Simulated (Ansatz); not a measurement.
Calculated with Ansatz (gas phase, PBE0-D4/def2-TZVP geometries, no zero-point term in ΔE). CCSD(T)/CBS is the MP2 limit (def2-TZVPP, def2-QZVPP) plus CCSD(T) − MP2 in def2-TZVPP, frozen cores. This one scheme is used for every species. Functionals use def2-TZVPP. def2 core potentials past Kr. For Ge, Sn outer-core shells are correlated without core-valence functions, which leaves a few kJ/mol of doubt a bond. Scalar relativity is left out up to krypton. One conformer a species, not always the lowest.

Reaction (formal exchange of groups at a Ge–C bond): `[OH][GeH2][CH2]Cl` + `[SnH4]` → `[OH][GeH2][SnH3]` + `CCl`

| level | ΔE (eV) |
| --- | --- |
| BLYP-D4 | -0.61 |
| HF/CBS(def2) | -0.56 |

(1) What does CCSD(T)/CBS give? (Estimate.)

Largest T1 diagnostic among the species: 0.013.

Results:

(1) Computed: -0.56 eV. The listed levels differ from it by -0.05, 0.00 eV.

Leaving LDA and LC-ωPBE aside and taking each functional with its dispersion term where it has one, the values, not all of them listed here, spread over 0.17 eV, from PBE-D4 to B97M-V. LDA lies +0.10 eV from PBE without D4. In def2-TZVPP, CCSD(T) changes the Hartree–Fock value by +0.07 eV (the triples alone add +0.01 eV) and MP2 by +0.05 eV. At CCSD(T), def2-SVP lies +0.08 eV from the extrapolated value and def2-TZVPP +0.08 eV.
